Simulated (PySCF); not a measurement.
An unknown is described by computed data only.

Formula: C7H12N; charge +1.

| Quantity | Value |
| --- | --- |
| UV, first state | lowest singlet excitation: 6.53 eV (190 nm, f = 0.000) [TDDFT PBE0/def2-SVPD] |
| Rotational structure | rotational constants A, B, C: 4.346, 1.439, 1.313 GHz [GFN2-xTB] |
| 13C NMR | chemical shifts (computed TMS as zero) by class: 88.5 (1 C), 83.4 (1 C), 71.6 (2 C), 54.5 (1 C), 54.4 (1 C), 18.8 (1 C) ppm [GIAO PBE0/pcSseg-1] |
| Polarisability | 78.7 au [PBE0/def2-SVPD] |
| Triplet | lowest triplet excitation (Tamm–Dancoff): 5.34 eV [TDA PBE0/def2-SVPD] |
| NMR, other nuclei | isotropic shieldings of nuclei other than C and H, by class: 200 (1 N) ppm [GIAO PBE0/pcSseg-1] |
| 1H NMR | chemical shifts (computed TMS as zero) by class: 4.52 (2 H), 4.08 (2 H), 3.62 (1 H), 3.60 (3 H), 3.13 (3 H), 2.61 (1 H) ppm [GIAO PBE0/pcSseg-1] |

Electronic properties: PySCF, gas phase, density fitting. Levels stand in brackets. Isolated species at its GFN2-xTB geometry (one conformer only). NMR values are class means; diastereotopic atoms form classes of their own.

Q: Propose a structure and show how it fits.

A: Numbering: `[CH:1]#[C:2][CH:3]1[CH2:4][N+:5]([CH3:6])([CH3:7])[CH2:8]1`. 7 carbons fall into 6 classes; from least to most shielded: terminal alkyne carbon [C1] (88.5 ppm), alkyne carbon [C2] (83.4 ppm), ring sp3 carbon bound to nitrogen [C4/C8] (71.6 ppm, 2 C), N-methyl carbon [C6] (54.5 ppm), N-methyl carbon [C7] (54.4 ppm), propargylic carbon [C3] (18.8 ppm). Hydrogen classes from least to most shielded: 2 H on 2 like atoms (sp3 carbon bound to nitrogen), C4/C8 (4.52 ppm), 2 H on 2 like atoms (sp3 carbon bound to nitrogen), C4/C8 (4.08 ppm), 1 H on a propargylic carbon, C3 (3.62 ppm), 3 H on an N-methyl carbon, C6 (3.60 ppm, a mean of values up to 1.4 ppm apart in this geometry), 3 H on an N-methyl carbon, C7 (3.13 ppm), 1 H on a terminal alkyne carbon, C1 (2.61 ppm). The other shieldings belong to: 200 ppm, ammonium nitrogen [N5]. The optimised geometry has point group Cs and is an asymmetric top. Structure: `C#CC1C[N+](C)(C)C1`. The assignments are read from this structure; whether some other isomer fits the data as well wasn't checked.
